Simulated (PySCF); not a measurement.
A geometry optimisation on `C=C=CCBr`.

Computed with PBE0-D3(BJ)/def2-SVP geometry optimisation, gas phase (PySCF 2.14.0). Start geometry: GFN2-xTB. The input is one job of a driver script: a line of settings, then coordinates in Å.

Input:
```
{"job": {"xc": "PBE0", "basis": "def2-SVP", "d3": "d3bj", "grid": 1, "maxiter": 30, "shake": 0.01, "kind": "geom"}, "charge": 0, "multiplicity": 1}
C      2.118890     0.031740    -0.319000
C      0.908010    -0.024340     0.183500
C     -0.304380    -0.120220     0.672790
C     -1.473690    -0.189670    -0.164170
Br    -2.558140     1.480840    -0.049200
H      2.678060    -0.817210    -0.547130
H      2.569100     1.006110    -0.536950
H     -0.421130    -0.104780     1.747910
H     -1.274280    -0.310880    -1.196600
H     -2.192000    -0.972530     0.187800
```

Output:
```
step   0  E = -2728.61327262  max force = 0.045358
step   1  E = -2728.61804708  max force = 0.011334
step   2  E = -2728.61848439  max force = 0.003365
step   3  E = -2728.61855051  max force = 0.001500
step   4  E = -2728.61857194  max force = 0.000655
step   5  E = -2728.61857744  max force = 0.000431
optimisation converged
```

Energies in Eh; «max force» is the largest Cartesian gradient component in Eh/bohr.

How much energy does the optimisation release, in kcal/mol?

E(step 0) − E(last step) = 0.005305 Eh, which is 3.3 kcal/mol.

Give the first gradient maximum in eV/Å.

With 1 Eh/bohr = 51.422 eV/Å, 2.332 eV/Å.

Summary of the converged run: final energy -2728.61858 Eh after 5 steps; dipole 2.02 D.

Estimate the wall time. Hardware: Arm Neoverse V2, one thread, shared host. And the peak memory of the process?

About 27 s, with 0.45 GiB resident at the peak, the Python interpreter and its libraries included.
Labels such as C1 count atoms from 1, the log's own numbers from 0.
